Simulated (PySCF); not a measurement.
Compound: FH4PPb.
Geometry (PBE0-D3(BJ)/def2-SVP, Å), atoms numbered from 1 in this order:
```xyz
7
FH4PPb angstrom
F     -1.1700    1.4574   -0.9613
Pb    -0.8691   -0.2631    0.1156
P      1.6855   -0.4875    0.3815
H     -1.5883   -1.4891   -0.9230
H     -1.7256    0.0902    1.6120
H      1.8910   -0.2285   -1.0088
H      1.8104    0.8918    0.7339
```

Theory: PBE0-D3(BJ)/def2-SVP geometry optimisation, gas phase, def2 core potentials past Kr (PySCF).

Masses are those of the commonest isotopes; rigid-rotor values at the optimised geometry. The values belong to one conformer with, in the numbering `[F:1][PbH2:2][PH2:3]`, F1–Pb2–P3–H -48° and 45°.

What are A, B and C (MHz)?

Ia = 73.08, Ib = 217.65, Ic = 277.39 u·Å²; 505379 MHz·u·Å²/I gives A = 6915, B = 2322, C = 1822 MHz.

Classify the top.

An asymmetric top. Ray's parameter κ = (2B − A − C)/(A − C) = -0.804; −1 is the prolate and +1 the oblate limit.

What does the inertial defect say?

Not planar: Δ = Ic − Ia − Ib = -13.34 u·Å². For a rigid frame Δ = −2 Σ m c², so Σ m c² = 6.67 u·Å² lies off the ab plane, practically all of it from hydrogen. The atom farthest from that plane is 1.50 Å away.

Which types of transition are allowed, and where do some lines up to J = 2 fall?

The dipole components are |μa| = 1.36 D, |μb| = 2.18 D, |μc| = 0.00 D; the mirror of this Cs structure is the ab plane, so μc vanishes by symmetry (the 0.01 D computed is a residue) and there are no c-type lines. Intensities carry the squares of the components, which stand as 0.39 : 1.00 (a : b). Some lines, for components of 0.1 D or more:

```
type  branch         J(Ka,Kc)    MHz  lower level (cm⁻¹)
   a       Q  1(1,0) ← 1(1,1)    500               0.291
   a       Q  2(1,1) ← 2(1,2)   1500               0.551
   b       R  2(0,2) ← 1(1,1)   3656               0.291
   a       R  1(0,1) ← 0(0,0)   4144               0.000
   b       Q  1(1,0) ← 1(0,1)   5093               0.138
   b       Q  2(1,1) ← 2(0,2)   5632               0.413
   a       R  2(1,2) ← 1(1,1)   7788               0.291
   a       R  2(0,2) ← 1(0,1)   8249               0.138
   b       R  1(1,1) ← 0(0,0)   8737               0.000
   a       R  2(1,1) ← 1(1,0)   8788               0.308
   b       R  2(1,2) ← 1(0,1)  12381               0.138
   b       Q  2(2,0) ← 2(1,1)  13819               0.601
   b       Q  2(2,1) ← 2(1,2)  15280               0.551
   b       R  2(2,1) ← 1(1,0)  22568               0.308
   b       R  2(2,0) ← 1(1,1)  23106               0.291
```

Estimate the classical rotational partition function at 200 K, 298.15 K and 500 K.

Point group Cs, symmetry number σ = 1; q = (√π/σ)·√((kT/h)³/(ABC)), k/h = 20836.6 MHz/K: 88200 at 200 K, 160000 at 298.15 K, 348000 at 500 K.

No PBE0-D3(BJ)/def2-SVP frequencies stand behind this structure, so it isn't proved a minimum. Constants of a rigid frame at the computed geometry: no zero-point averaging, no centrifugal distortion.
